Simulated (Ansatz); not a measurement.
`CN(C)c1ccc(-c2ccc(-c3ccc(-c4ccc(-c5ccc(-c6ccc(C#N)[te]6)[te]5)[te]4)[te]3)[te]2)[te]1` with charge +1. Charge 1, multiplicity 2. Geometry r2SCAN-D4/def2-SVP, that of the neutral singlet; atoms count from 1.

```xyz
53

C     0.0165    6.2380  -10.3051
N    -0.0219    6.8076   -8.9728
C    -0.0470    8.2384   -8.7713
C    -0.0157    5.9659   -7.9069
C     0.0180    4.5745   -7.9370
C     0.0165    3.8881   -6.7010
C    -0.0166    4.5807   -5.5013
C    -0.0245    4.0728   -4.1764
C    -0.0563    4.7715   -2.9731
C    -0.0580    4.0688   -1.7506
C    -0.0291    2.6773   -1.7575
C    -0.0269    1.8073   -0.6264
C    -0.0564    2.1709    0.7203
C    -0.0504    1.1666    1.7066
C    -0.0132   -0.1747    1.3367
C    -0.0013   -1.3237    2.1679
C     0.0344   -2.6619    1.7846
C     0.0404   -3.6684    2.7687
C     0.0117   -3.3191    4.1140
C     0.0129   -4.1774    5.2451
C    -0.0172   -3.8267    6.5915
C    -0.0105   -4.8376    7.5730
C     0.0250   -6.1715    7.1889
C     0.0360   -7.3287    8.0189
C     0.0735   -8.6626    7.6266
C     0.0795   -9.6778    8.6080
C     0.0473   -9.3053    9.9419
C     0.0478  -10.1587   11.0570
N     0.0473  -10.8521   12.0001
Te   -0.0025   -7.2173   10.1264
Te    0.0619   -6.2836    5.0794
Te   -0.0361   -1.2105    4.2790
Te    0.0250   -0.2917   -0.7730
Te    0.0138    2.0026   -3.7550
Te   -0.0590    6.6617   -5.9152
H     0.0007    7.0445  -11.0484
H    -0.8535    5.5807  -10.4836
H     0.9316    5.6376  -10.4587
H    -0.0563    8.7507   -9.7414
H    -0.9499    8.5502   -8.2118
H     0.8424    8.5841   -8.2099
H     0.0450    4.0226   -8.8795
H     0.0418    2.7910   -6.6885
H    -0.0791    5.8684   -2.9789
H    -0.0822    4.6159   -0.8027
H    -0.0859    3.2262    1.0084
H    -0.0741    1.4371    2.7696
H     0.0571   -2.9266    0.7207
H     0.0684   -4.7255    2.4771
H    -0.0456   -2.7702    6.8834
H    -0.0342   -4.5718    8.6372
H     0.0991   -8.9219    6.5618
H     0.1096  -10.7363    8.3330
```

In the def2 sets Te takes a core potential; there is no spin–orbit coupling. Single mean-field runs in def2-SVP are fitted with def2-universal-jkfit.

Question: Estimate the Mulliken populations of the heavy atoms from the PBE0/def2-SVP orbitals of Ansatz.

Answer: 
```json
{"atom": "C1", "charge (e)": "0.04", "spin (α − β)": "-0.01"}
{"atom": "N2", "charge (e)": "-0.35", "spin (α − β)": "0.10"}
{"atom": "C3", "charge (e)": "0.02", "spin (α − β)": "-0.01"}
{"atom": "C4", "charge (e)": "-0.03", "spin (α − β)": "0.05"}
{"atom": "C5", "charge (e)": "-0.04", "spin (α − β)": "0.07"}
{"atom": "C6", "charge (e)": "0.00", "spin (α − β)": "0.05"}
{"atom": "C7", "charge (e)": "-0.17", "spin (α − β)": "0.07"}
{"atom": "C8", "charge (e)": "-0.14", "spin (α − β)": "0.07"}
{"atom": "C9", "charge (e)": "-0.03", "spin (α − β)": "0.05"}
{"atom": "C10", "charge (e)": "0.02", "spin (α − β)": "0.04"}
{"atom": "C11", "charge (e)": "-0.17", "spin (α − β)": "0.09"}
{"atom": "C12", "charge (e)": "-0.17", "spin (α − β)": "0.01"}
{"atom": "C13", "charge (e)": "0.02", "spin (α − β)": "0.11"}
{"atom": "C14", "charge (e)": "-0.02", "spin (α − β)": "-0.03"}
{"atom": "C15", "charge (e)": "-0.15", "spin (α − β)": "0.14"}
{"atom": "C16", "charge (e)": "-0.16", "spin (α − β)": "-0.04"}
{"atom": "C17", "charge (e)": "-0.01", "spin (α − β)": "0.12"}
{"atom": "C18", "charge (e)": "-0.02", "spin (α − β)": "-0.05"}
{"atom": "C19", "charge (e)": "-0.15", "spin (α − β)": "0.14"}
{"atom": "C20", "charge (e)": "-0.17", "spin (α − β)": "-0.07"}
{"atom": "C21", "charge (e)": "-0.01", "spin (α − β)": "0.11"}
{"atom": "C22", "charge (e)": "-0.02", "spin (α − β)": "-0.06"}
{"atom": "C23", "charge (e)": "-0.15", "spin (α − β)": "0.12"}
{"atom": "C24", "charge (e)": "-0.16", "spin (α − β)": "-0.06"}
{"atom": "C25", "charge (e)": "-0.04", "spin (α − β)": "0.07"}
{"atom": "C26", "charge (e)": "0.08", "spin (α − β)": "-0.04"}
{"atom": "C27", "charge (e)": "-0.33", "spin (α − β)": "0.07"}
{"atom": "C28", "charge (e)": "-0.07", "spin (α − β)": "-0.02"}
{"atom": "N29", "charge (e)": "0.02", "spin (α − β)": "0.03"}
{"atom": "Te30", "charge (e)": "0.45", "spin (α − β)": "0.01"}
{"atom": "Te31", "charge (e)": "0.38", "spin (α − β)": "-0.01"}
{"atom": "Te32", "charge (e)": "0.38", "spin (α − β)": "-0.03"}
{"atom": "Te33", "charge (e)": "0.36", "spin (α − β)": "-0.04"}
{"atom": "Te34", "charge (e)": "0.36", "spin (α − β)": "-0.04"}
{"atom": "Te35", "charge (e)": "0.35", "spin (α − β)": "-0.03"}
```
Mulliken values depend strongly on the basis.

Question: Where does the spin sit?

Answer: Summed by element: C 1.00, N 0.13, Te -0.13, H 0.00, of 1 unpaired in all. Largest on single atoms: C19 0.14, C15 0.14, C17 0.12.

Question: And the Mayer bond orders between heavy atoms (over 0.3)?

Answer: C1–N2 0.96 (1.45 Å); N2–C3 0.96 (1.45 Å); N2–C4 1.28 (1.36 Å); C4–C5 1.34 (1.39 Å); C4–Te35 1.07 (2.11 Å); C5–C6 1.40 (1.41 Å); C6–C7 1.39 (1.39 Å); C7–C8 1.36 (1.42 Å); C7–Te35 0.99 (2.12 Å); C8–C9 1.36 (1.39 Å); C8–Te34 1.03 (2.11 Å); C9–C10 1.42 (1.41 Å); C10–C11 1.38 (1.39 Å); C11–C12 1.33 (1.43 Å); C11–Te34 1.04 (2.11 Å); C12–C13 1.38 (1.40 Å); C12–Te33 1.05 (2.10 Å); C13–C14 1.41 (1.41 Å); C14–C15 1.37 (1.39 Å); C15–C16 1.33 (1.42 Å); C15–Te33 1.03 (2.11 Å); C16–C17 1.39 (1.39 Å); C16–Te32 1.03 (2.11 Å); C17–C18 1.39 (1.41 Å); C18–C19 1.40 (1.39 Å); C19–C20 1.30 (1.42 Å); C19–Te32 1.05 (2.12 Å); C20–C21 1.42 (1.39 Å); C20–Te31 1.04 (2.11 Å); C21–C22 1.36 (1.41 Å); C22–C23 1.44 (1.39 Å); C23–C24 1.26 (1.42 Å); C23–Te31 1.07 (2.11 Å); C24–C25 1.46 (1.39 Å); C24–Te30 1.06 (2.11 Å); C25–C26 1.31 (1.41 Å); C26–C27 1.49 (1.39 Å); C27–C28 1.26 (1.40 Å); C27–Te30 1.06 (2.10 Å); C28–N29 2.91 (1.17 Å).
